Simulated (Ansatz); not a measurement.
Ansatz results at the PBE0-D4/def2-TZVP geometry: HOMO energy (ωB97M-V/def2-TZVPP) -9.94 eV; LUMO energy (ωB97M-V/def2-TZVPP) 1.82 eV; size of the dipole moment (B3LYP/def2-TZVPP) 4.99 D.

**Question.** Which molecule gave them?
A. `CCC#CCC`
B. `C#CC(C)C`
C. `NS`
D. `CC1=CCS(=O)(=O)C1`

**Answer.** D. The others give `CCC#CCC`: -9.30, 2.61, 0.12; `C#CC(C)C`: -9.94, 2.48, 0.78; `NS`: -9.25, 1.89, 1.09.

B3LYP here is the variant with VWN-RPA as its local correlation; programs differ in this.
